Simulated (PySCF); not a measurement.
**TDDFT excited states: C6H13F**

Species: (CH3CH2)2CFCH3, C6H13F.
SMILES: `CCC(C)(F)CC`

Computed with PySCF, TDDFT wB97X-D/def2-SVPD, vertical, gas phase, core orbitals frozen in the response. The structure is a single PBE0-D3(BJ)/def2-SVP conformer in the gas phase; no vibrational or solvent corrections. Torsions of this conformer, `[CH3:1][CH2:2][C:3]([CH3:4])([F:5])[CH2:6][CH3:7]`: C1–C2–C3–C4 175°, C2–C3–C6–C7 -60°.

Problem. List the vertical singlet excitations with oscillator strengths and describe the spectrum.

Solution. 

```json
{"state": "S1", "E (eV)": "8.95", "λ (nm)": "138.5", "ν̃ (cm⁻¹)": "72210", "f": "0.0071", "main configurations (H = HOMO, L = LUMO)": "H→L (91%)"}
{"state": "S2", "E (eV)": "9.13", "λ (nm)": "135.8", "ν̃ (cm⁻¹)": "73630", "f": "0.0020", "main configurations (H = HOMO, L = LUMO)": "H-1→L (86%)"}
{"state": "S3", "E (eV)": "9.55", "λ (nm)": "129.8", "ν̃ (cm⁻¹)": "77010", "f": "0.0063", "main configurations (H = HOMO, L = LUMO)": "H→L+2 (36%), H-2→L (18%), H→L+3 (12%)"}
{"state": "S4", "E (eV)": "9.61", "λ (nm)": "129.0", "ν̃ (cm⁻¹)": "77520", "f": "0.0031", "main configurations (H = HOMO, L = LUMO)": "H-3→L (27%), H-2→L (22%), H-1→L+2 (14%)"}
{"state": "S5", "E (eV)": "9.66", "λ (nm)": "128.4", "ν̃ (cm⁻¹)": "77880", "f": "0.028", "main configurations (H = HOMO, L = LUMO)": "H→L+1 (24%), H-1→L+2 (20%), H→L+2 (16%)"}
{"state": "S6", "E (eV)": "9.72", "λ (nm)": "127.6", "ν̃ (cm⁻¹)": "78390", "f": "0.048", "main configurations (H = HOMO, L = LUMO)": "H→L+1 (49%), H-2→L (15%)"}
{"state": "S7", "E (eV)": "9.86", "λ (nm)": "125.7", "ν̃ (cm⁻¹)": "79550", "f": "0.054", "main configurations (H = HOMO, L = LUMO)": "H→L+3 (53%), H-1→L+1 (16%), H→L+2 (11%)"}
{"state": "S8", "E (eV)": "9.93", "λ (nm)": "124.8", "ν̃ (cm⁻¹)": "80120", "f": "0.084", "main configurations (H = HOMO, L = LUMO)": "H-1→L+1 (52%), H→L+3 (13%)"}
{"state": "S9", "E (eV)": "9.98", "λ (nm)": "124.3", "ν̃ (cm⁻¹)": "80460", "f": "0.039", "main configurations (H = HOMO, L = LUMO)": "H-1→L+3 (51%), H-3→L (15%)"}
{"state": "S10", "E (eV)": "10.12", "λ (nm)": "122.6", "ν̃ (cm⁻¹)": "81590", "f": "0.059", "main configurations (H = HOMO, L = LUMO)": "H→L+4 (32%), H→L+5 (25%), H-4→L (11%)"}
```

Triplets, Tamm–Dancoff:

```
state  E (eV)  λ (nm)   main configurations (H = HOMO, L = LUMO)
   T1    8.85   140.1                                  H→L (88%)
   T2    9.01   137.6                                H-1→L (81%)
   T3    9.32   133.1      H→L+2 (36%), H→L+3 (16%), H→L+5 (10%)
   T4    9.43   131.4  H-1→L+2 (31%), H-3→L (24%), H-1→L+3 (10%)
```

The lowest singlet lies at 8.95 eV (138 nm, vacuum ultraviolet) and is weak; its leading configuration is HOMO→LUMO (91%). The strongest level in the table is S8 at 9.93 eV (125 nm, f = 0.084). Löwdin shares by element: HOMO carbon 50% or more, fluorine 16% (atoms not listed hold the other 34%); LUMO carbon 41% or more (atoms not listed hold the other 59%). The listed states span 1.16 eV, and the widest gap between neighbours is 0.42 eV (S2 to S3). Weighted by f, the mean energy of these states is 9.87 eV. Orbital energies (eV): HOMO-3 -11.74, HOMO-2 -11.58, HOMO-1 -10.83, HOMO -10.62, LUMO 2.27, LUMO+1 2.90, LUMO+2 3.04. All these states lie below the vertical ionisation energy of 10.79 eV (ΔSCF). Singlets were solved by full linear response, triplets in the Tamm–Dancoff approximation.
